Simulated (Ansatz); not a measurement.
Cartesian coordinates in Å:
```
N -1.4733 -0.0500 0.7530
B -0.6852 0.8449 0.0693
Sn 1.1547 -0.1369 -0.7610
F 0.7738 -1.9446 -0.1507
Cl 3.0741 0.4543 0.4261
H -2.3305 0.2108 1.2157
H -1.2321 -1.0266 0.8487
H -0.9665 1.9974 -0.0367
H 1.6849 -0.3491 -2.3644
```

Charge 0, multiplicity 1. Sn: def2 effective core potential.

Problem. List the PBE0/def2-TZVPP orbital energies in eV (Ansatz). (An estimate is asked.)

Solution. Ansatz gave: Occupied: -2766.85, -672.39, -392.43, -258.68, -196.96, -196.83, -196.82, -185.50, -140.69, -95.38, -95.35, -95.21, -31.60, -29.17, -29.04, -29.01, -28.97, -28.60, -25.35, -22.13, -15.88, -15.34, -14.15, -11.81, -11.11, -10.97, -10.67, -9.83, -9.56, -9.14, -8.84, -8.09. Lowest empty: -1.50, -0.57, -0.24, 0.90, 1.09, 1.95, 2.14, 2.78.
